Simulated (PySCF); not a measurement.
Excited states of Se(6+) (selenium, charge +6)

Ground state [Ar] 3d10, ¹S. Computed with PySCF 2.14 in def2-TZVPPD with one added diffuse shell each of s, p, d type (8s7p6d1f, 66 functions), with the non-relativistic Hamiltonian (point nucleus). Vertical excitation energies in eV without spin-orbit coupling; excited terms of each kind are numbered among those the solver found. Frozen: [Ar].

| term | leading excitation | EOM-EE-CCSD |
| --- | --- | --- |
| 1 3D | 3d → s | 57.214 |
| 1 1D | 3d → s | 57.912 |
| 1 3P° | 3d → p | 70.971 |
| 1 3F° | 3d → p | 71.627 |
| 1 1F° | 3d → p | 72.127 |
| 1 1D° | 3d → p | 72.789 |
| 1 3D° | 3d → p | 72.797 |
| 1 1P° | 3d → p | 72.937 |
| 1 3G | 3d → d | 94.508 |
| 1 1G | 3d → d | 94.776 |
| 2 3D | 3d → d | 94.878 |
| 1 1F | 3d → d | 95.331 |

The solver can miss terms.
